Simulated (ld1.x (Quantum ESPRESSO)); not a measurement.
## silver: TM pseudisation with PBE, scalar-relativistic reference atom.

ld1.x (Quantum ESPRESSO) 7.5 was run on this input:

```
&input
   title='Ag', zed=47., rel=1, dft='PBE', iswitch=3,
   config='[Kr] 4d10 5s0.75 5p0.25',
   nld=3, rlderiv=2.50, eminld=-6.0, emaxld=5.0, deld=0.02
 /
 &inputp
   pseudotype=2, tm=.true., lloc=0,
   nlcc=.false.,
   file_pseudopw='Ag.UPF', file_wfcaegen='ae.wfc', file_wfcncgen='nc.wfc', file_beta='beta', file_chi='chi'
 /
3
4P  2  1   6.00   0.00  1.15  1.15  0.0
4D  3  2  10.00   0.00  1.50  1.50  0.0
5S  1  0   0.75   0.00  2.30  2.30  0.0
 &test
   configts(1)='4p6 4d10 5s0.75 5p0.25'
 /
```

Command:

```bash
ld1.x < Ag.in > Ag.out
```

The program printed (shortened: banner, matrices, multipoles, cross overlaps and the repeated all-electron block are left out):

```
Program LD1 v.7.5
     --------------------------- All-electron run ----------------------------

     Ag
     scalar relativistic calculation

     atomic number is 47.00
     dft =PBE   lsd =0 sic =0 latt =0  beta=0.20 tr2=1.0E-14
     Exchange-correlation= PBE
                           (   1   4   3   4   0   0   0)
     mesh =1237 r(mesh) =  99.46963 a.u. xmin = -7.00 dx = 0.01250
     1 Ry =  13.60569312 eV, c = 137.03599908

     n l     nl                  e(Ry)          e(Ha)          e(eV)
     1 0     1S 1( 2.00)     -1861.7947      -930.8973    -25331.0068
     2 0     2S 1( 2.00)      -274.1552      -137.0776     -3730.0721
     2 1     2P 1( 6.00)      -245.9087      -122.9544     -3345.7584
     3 0     3S 1( 2.00)       -50.2927       -25.1463      -684.2667
     3 1     3P 1( 6.00)       -41.0154       -20.5077      -558.0425
     4 0     4S 1( 2.00)        -7.0277        -3.5139       -95.6173
     4 1     4P 1( 6.00)        -4.3465        -2.1733       -59.1378
     3 2     3D 1(10.00)       -26.3879       -13.1939      -359.0256
     4 2     4D 1(10.00)        -0.5883        -0.2941        -8.0038
     5 0     5S 1( 0.75)        -0.3526        -0.1763        -4.7973
     5 1     5P 1( 0.25)        -0.0764        -0.0382        -1.0393

     final scf error:  8.6E-15 reached in  27 iterations

     Etot =  -10632.007516 Ry,   -5316.003758 Ha, -144655.831543 eV

     Ekin =   11045.609226 Ry,    5522.804613 Ha,  150283.169488 eV
     Encl =  -25698.031283 Ry,  -12849.015641 Ha, -349639.527498 eV
     Eh   =    4318.551122 Ry,    2159.275561 Ha,   58756.881296 eV
     Exc  =    -298.136581 Ry,    -149.068290 Ha,   -4056.354828 eV

     normalization and overlap integrals

     s(1S/1S) =  1.000000  <r> =   0.0311  <r2> =    0.0013  r(max) =   0.0202
     s(2S/2S) =  1.000000  <r> =   0.1349  <r2> =    0.0215  r(max) =   0.1136
     s(2P/2P) =  1.000000  <r> =   0.1177  <r2> =    0.0169  r(max) =   0.0907
     s(3S/3S) =  1.000000  <r> =   0.3685  <r2> =    0.1554  r(max) =   0.3328
     s(3P/3P) =  1.000000  <r> =   0.3676  <r2> =    0.1569  r(max) =   0.3246
     s(4S/4S) =  1.000000  <r> =   0.9121  <r2> =    0.9433  r(max) =   0.8186
     s(4P/4P) =  1.000000  <r> =   1.0011  <r2> =    1.1501  r(max) =   0.8714
     s(3D/3D) =  1.000000  <r> =   0.3458  <r2> =    0.1425  r(max) =   0.2725
     s(4D/4D) =  1.000000  <r> =   1.4132  <r2> =    2.4852  r(max) =   1.0381
     s(5S/5S) =  1.000000  <r> =   3.1314  <r2> =   11.4495  r(max) =   2.4902
     s(5P/5P) =  1.000000  <r> =   5.3277  <r2> =   34.8333  r(max) =   3.7616

     ------------------------ End of All-electron run ------------------------

     --------------------- Generating NC pseudopotential ---------------------

      Generating local pot.: lloc=0, matching radius rcloc =   2.3000

      Wfc   4P  rcut= 1.162  Using Troullier-Martins method

      Wfc   4D  rcut= 1.492  Using Troullier-Martins method

     ------------------- End of pseudopotential generation -------------------

     Computing logarithmic derivative in   2.50583

       Warning: n=2, l=1 expected 0 nodes, found 1
       Setting wfc to zero for this iteration
       (This warning will only be printed once per wavefunction)

     Message from routine run_pseudo:
     Warning: convergence not achieved
     Computing logarithmic derivative in   2.50583
     Computing the partial wave expansion
       no projector for channel:   0
     R is outside the sphere for l=    1 j= 0.00
     R is outside the sphere for l=    2 j= 0.00

     ---------------------- Testing the pseudopotential ----------------------

     Ag
     scalar relativistic calculation

     atomic number is 47.00   valence charge is 17.00
     dft =PBE   lsd =0 sic =0 latt =0  beta=0.20 tr2=1.0E-14
     mesh =1237 r(mesh) =  99.46963 xmin = -7.00 dx = 0.01250

     n l     nl             e AE (Ry)        e PS (Ry)    De AE-PS (Ry)
     2 1     4P   1( 6.00)       -4.34655       -4.34661        0.00006
     3 2     4D   1(10.00)       -0.58827       -0.58827        0.00001
     1 0     5S   1( 0.75)       -0.35259       -0.35259        0.00000
     3 1     5P   1( 0.25)       -0.07639       -0.05392       -0.02247  !

     eps = 1.3E-10  iter =201

     Etot =  -10632.007516 Ry,   -5316.003758 Ha, -144655.831543 eV
     Etotps =  -221.549740 Ry,    -110.774870 Ha,   -3014.337777 eV

     Ekin =     100.550523 Ry,      50.275262 Ha,    1368.059559 eV
     Encl =    -340.883775 Ry,    -170.441888 Ha,   -4637.960035 eV
     Ehrt =     196.312432 Ry,      98.156216 Ha,    2670.966712 eV
     Ecxc =     -23.253064 Ry,     -11.626532 Ha,    -316.374055 eV
     Epseu=    -154.275856 Ry,     -77.137928 Ha,   -2099.029959 eV

     ---------------------- End of pseudopotential test ----------------------
```

Generation and configuration tests took about 2.4 s on one core of a shared server CPU.

Transferability test of the new file with ld1.x, input:

```
&input
   title='Ag', zed=47., rel=1, dft='PBE', iswitch=2,
   config='[Kr] 4d10 5s0.75 5p0.25'
 /
 &test
   file_pseudo='Ag.UPF', nconf=8,
   configts(1)='4p6 4d10 5s0.75 5p0.25',
   configts(2)='4p6 4d10 5s1 5p0',
   configts(3)='4p6 4d10 5s0 5p0',
   configts(4)='4p6 4d9 5s0 5p0',
   configts(5)='4p6 4d7 5s0 5p0',
   configts(6)='4p6 4d9 5s1 5p1',
   configts(7)='4p6 4d8 5s0 5p0',
   configts(8)='4p6 4d10 5s0.5 5p0'
 /
```

```bash
ld1.x < Ag.test.in > Ag.test.out
```

Pseudopotential blocks of its output, shortened (energy terms left out; the distinct warnings before each block abridged to one line each):

```
     Warning: convergence not achieved
     Warning: n=2, l=1 expected 0 nodes, found 1
     ---------------------- Testing the pseudopotential ----------------------

     n l     nl             e AE (Ry)        e PS (Ry)    De AE-PS (Ry)
     2 1     4P   1( 6.00)       -4.34655       -4.34661        0.00006
     3 2     4D   1(10.00)       -0.58827       -0.58827        0.00001
     1 0     5S   1( 0.75)       -0.35259       -0.35259        0.00000
     3 1     5P   1( 0.25)       -0.07639       -0.05392       -0.02247  !

     eps = 2.9E-10  iter =201

     Etot =  -10632.007516 Ry,   -5316.003758 Ha, -144655.831543 eV
     Etotps =  -221.549740 Ry,    -110.774870 Ha,   -3014.337777 eV

     ---------------------- End of pseudopotential test ----------------------

          Warning: convergence not achieved
     ---------------------- Testing the pseudopotential ----------------------

     n l     nl             e AE (Ry)        e PS (Ry)    De AE-PS (Ry)
     2 1     4P   1( 6.00)       -4.30458       -4.29228       -0.01230  !
     3 2     4D   1(10.00)       -0.54707       -0.53418       -0.01289  !
     1 0     5S   1( 1.00)       -0.32373       -0.31346       -0.01028  !
     3 1     5P   1( 0.00)       -0.05415       -0.02599       -0.02816  !

     eps = 1.1E-09  iter =201

     Etot =  -10632.075544 Ry,   -5316.037772 Ha, -144656.757108 eV
     Etotps =  -221.622580 Ry,    -110.811290 Ha,   -3015.328814 eV
     dEtot_ae =      -0.068028 Ry
     dEtot_ps =      -0.072840 Ry,   Delta E=       0.004812 Ry

     ---------------------- End of pseudopotential test ----------------------

          ---------------------- Testing the pseudopotential ----------------------

     n l     nl             e AE (Ry)        e PS (Ry)    De AE-PS (Ry)
     2 1     4P   1( 6.00)       -4.91145       -4.89189       -0.01956  !
     3 2     4D   1(10.00)       -1.14941       -1.13244       -0.01697  !
     1 0     5S   1( 0.00)       -0.82952       -0.81860       -0.01092  !
     3 1     5P   1( 0.00)       -0.46274       -0.39286       -0.06988  !

     eps = 8.1E-15  iter =  7

     Etot =  -10631.505396 Ry,   -5315.752698 Ha, -144648.999851 eV
     Etotps =  -221.063129 Ry,    -110.531564 Ha,   -3007.717092 eV
     dEtot_ae =       0.502120 Ry
     dEtot_ps =       0.486611 Ry,   Delta E=       0.015509 Ry

     ---------------------- End of pseudopotential test ----------------------

          ---------------------- Testing the pseudopotential ----------------------

     n l     nl             e AE (Ry)        e PS (Ry)    De AE-PS (Ry)
     2 1     4P   1( 6.00)       -5.95168       -5.95503        0.00336
     3 2     4D   1( 9.00)       -2.12347       -2.12002       -0.00345
     1 0     5S   1( 0.00)       -1.52825       -1.51566       -0.01258  !
     3 1     5P   1( 0.00)       -1.05448       -0.92098       -0.13351  !

     eps = 8.0E-15  iter =  9

     Etot =  -10629.880051 Ry,   -5314.940025 Ha, -144626.885902 eV
     Etotps =  -219.448664 Ry,    -109.724332 Ha,   -2985.751180 eV
     dEtot_ae =       2.127465 Ry
     dEtot_ps =       2.101076 Ry,   Delta E=       0.026389 Ry

     ---------------------- End of pseudopotential test ----------------------

          ---------------------- Testing the pseudopotential ----------------------

     n l     nl             e AE (Ry)        e PS (Ry)    De AE-PS (Ry)
     2 1     4P   1( 6.00)       -8.38385       -8.45455        0.07070  !
     3 2     4D   1( 7.00)       -4.40306       -4.44151        0.03846  !
     1 0     5S   1( 0.00)       -3.16250       -3.16032       -0.00217
     3 1     5P   1( 0.00)       -2.50954       -2.20845       -0.30110  !

     eps = 4.5E-15  iter =  9

     Etot =  -10623.418864 Ry,   -5311.709432 Ha, -144538.976976 eV
     Etotps =  -212.952444 Ry,    -106.476222 Ha,   -2897.365605 eV
     dEtot_ae =       8.588652 Ry
     dEtot_ps =       8.597296 Ry,   Delta E=      -0.008644 Ry

     ---------------------- End of pseudopotential test ----------------------

          Warning: convergence not achieved
     ---------------------- Testing the pseudopotential ----------------------

     n l     nl             e AE (Ry)        e PS (Ry)    De AE-PS (Ry)
     2 1     4P   1( 6.00)       -4.73559       -4.80348        0.06788  !
     3 2     4D   1( 9.00)       -0.92072       -0.97713        0.05641  !
     1 0     5S   1( 1.00)       -0.49606       -0.52266        0.02660  !
     3 1     5P   1( 1.00)       -0.15316       -0.12514       -0.02802  !

     eps = 1.1E-10  iter =201

     Etot =  -10631.445495 Ry,   -5315.722747 Ha, -144648.184856 eV
     Etotps =  -220.945198 Ry,    -110.472599 Ha,   -3006.112563 eV
     dEtot_ae =       0.562021 Ry
     dEtot_ps =       0.604542 Ry,   Delta E=      -0.042521 Ry

     ---------------------- End of pseudopotential test ----------------------

          ---------------------- Testing the pseudopotential ----------------------

     n l     nl             e AE (Ry)        e PS (Ry)    De AE-PS (Ry)
     2 1     4P   1( 6.00)       -7.11735       -7.15295        0.03559  !
     3 2     4D   1( 8.00)       -3.21492       -3.23183        0.01691  !
     1 0     5S   1( 0.00)       -2.31048       -2.30031       -0.01017  !
     3 1     5P   1( 0.00)       -1.74292       -1.53273       -0.21019  !

     eps = 8.7E-15  iter =  9

     Etot =  -10627.219911 Ry,   -5313.609956 Ha, -144590.692866 eV
     Etotps =  -216.781827 Ry,    -108.390913 Ha,   -2949.467010 eV
     dEtot_ae =       4.787604 Ry
     dEtot_ps =       4.767913 Ry,   Delta E=       0.019691 Ry

     ---------------------- End of pseudopotential test ----------------------

          Warning: convergence not achieved
     ---------------------- Testing the pseudopotential ----------------------

     n l     nl             e AE (Ry)        e PS (Ry)    De AE-PS (Ry)
     2 1     4P   1( 6.00)       -4.59451       -4.57850       -0.01601  !
     3 2     4D   1(10.00)       -0.83550       -0.82038       -0.01512  !
     1 0     5S   1( 0.50)       -0.56705       -0.55615       -0.01090  !
     3 1     5P   1( 0.00)       -0.24582       -0.19717       -0.04865  !

     eps = 7.3E-11  iter =201

     Etot =  -10631.853820 Ry,   -5315.926910 Ha, -144653.740400 eV
     Etotps =  -221.406131 Ry,    -110.703065 Ha,   -3012.383868 eV
     dEtot_ae =       0.153696 Ry
     dEtot_ps =       0.143610 Ry,   Delta E=       0.010087 Ry

     ---------------------- End of pseudopotential test ----------------------
```
